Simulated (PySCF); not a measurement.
This PySCF input asks for the NMR shieldings of `[Si@@H]1(O)C(=C)[S@](=O)C=C1[SiH3]`, C4H8O2SSi2; the geometry comes from GFN2-xTB.

```python
import basis_set_exchange as bse
import numpy as np
from pyscf import gto, dft
from pyscf.prop import nmr

atoms = """
C    -2.665970    0.582743   -1.015797
C    -1.425707    0.137129   -0.975710
Si    0.224636    1.011929   -0.733808
O     0.167703    2.421465    0.069014
C     0.966618   -0.434012    0.230664
Si    2.488532   -0.306522    1.340231
C     0.267183   -1.555840    0.101210
S    -1.139704   -1.664982   -1.049251
O    -2.240087   -2.323949   -0.332157
H    -2.896591    1.635295   -0.961573
H    -3.503078   -0.095905   -1.087900
H     0.890182    1.384987   -1.971381
H    -0.220694    2.504355    0.936528
H     2.288300    0.801712    2.279509
H     3.648169   -0.035772    0.488504
H     2.662971   -1.559325    2.075508
H     0.480538   -2.491278    0.596497
"""
names = dict.fromkeys(["C", "Si", "O", "S", "H"], "pcSseg-1")
basis = {el: gto.basis.parse(bse.get_basis(n, elements=[el], fmt="nwchem")) for el, n in names.items()}
mol = gto.M(atom=atoms, basis=basis, charge=0, verbose=0)
mf = dft.RKS(mol, xc="PBE0")
mf.grids.level = 2
mf.grids.alignment = dft.numint.BLKSIZE   # the property module wants whole blocks of grid points
mf.conv_tol = 1e-9
mf.kernel()

calc = nmr.RKS(mf)   # GIAO
C = mf.mo_coeff
Co = C[:, mf.mo_occ > 0]
resp = mf.gen_response(singlet=True, hermi=2)
def vind(x):   # induced exchange potential for any number of trial vectors
    d = np.einsum("pi,xij,qj->xpq", C, 2 * x.reshape(-1, C.shape[1], Co.shape[1]), Co, optimize=True)
    return np.einsum("xpq,pi,qj->xij", resp(d - d.transpose(0, 2, 1)), C, Co, optimize=True).ravel()
mo1, _ = nmr.rhf.solve_mo1(calc, with_cphf=vind)
sigma = calc.kernel(mo1)
for i, s in enumerate(sigma):   # ppm
    w = np.linalg.eigvalsh((s + s.T) / 2)
    print("%2d %-2s iso %8.1f  s11 %8.1f  s22 %8.1f  s33 %8.1f" % (i, mol.atom_pure_symbol(i), w.mean(), *w))
```

Question: What does it print?

Answer: 
```
 0 C  iso     50.5  s11    -69.7  s22     38.3  s33    183.0
 1 C  iso     11.1  s11    -76.0  s22     10.8  s33     98.5
 2 Si iso    369.9  s11    333.5  s22    361.3  s33    414.9
 3 O  iso    293.5  s11    282.4  s22    292.7  s33    305.5
 4 C  iso     37.8  s11    -55.2  s22    -11.1  s33    179.8
 5 Si iso    422.1  s11    382.3  s22    422.7  s33    461.4
 6 C  iso      1.4  s11   -106.7  s22     16.0  s33     94.9
 7 S  iso    136.0  s11    -12.9  s22    105.2  s33    315.7
 8 O  iso    257.8  s11     44.9  s22    263.4  s33    465.0
 9 H  iso     24.8  s11     21.6  s22     24.0  s33     28.9
10 H  iso     24.9  s11     21.7  s22     23.8  s33     29.2
11 H  iso     26.4  s11     23.3  s22     24.9  s33     31.1
12 H  iso     29.6  s11     23.1  s22     23.8  s33     41.8
13 H  iso     27.2  s11     23.5  s22     26.6  s33     31.5
14 H  iso     27.2  s11     24.1  s22     25.4  s33     32.1
15 H  iso     27.5  s11     24.0  s22     26.2  s33     32.2
16 H  iso     23.5  s11     19.9  s22     24.0  s33     26.7
```

These numbers come from an equivalent density-fitted implementation of the same equations, which agrees with the script to about 0.01 ppm for H and up to a few tenths of a ppm for heavy atoms, so last digits may differ.

Question: Turn these shieldings into chemical shifts. δ = σ(ref) − σ, references computed at the same level: TMS for $^{13}$C (σref 186.93) and $^{29}$Si (σref 349.16) and $^{1}$H (σref 31.72); $^{17}$O (σref 336.08) vs H2O; $^{33}$S (σref 503.73) vs CS2.

Answer: Averaging equivalent atoms: C 6: 185.5; C 1: 175.8; C 4: 149.1; C 0: 136.4; Si 2: -20.7; Si 5: -72.9; O 8: 78.3; O 3: 42.6; S 7: 368; H 16: 8.20; H 9: 6.89; H 10: 6.82; H 11: 5.27; H 13/14/15: 4.44; H 12: 2.14 ppm. Experimental scales use liquid or dissolved standards, which lie at an offset from isolated H2O (liquid H2O: subtract about 36 ppm).

Size and cost of the density-fitted run: 214 basis functions, 50 s wall time on 1 thread of an Arm Neoverse V1, shared host; peak memory 0.96 GiB.
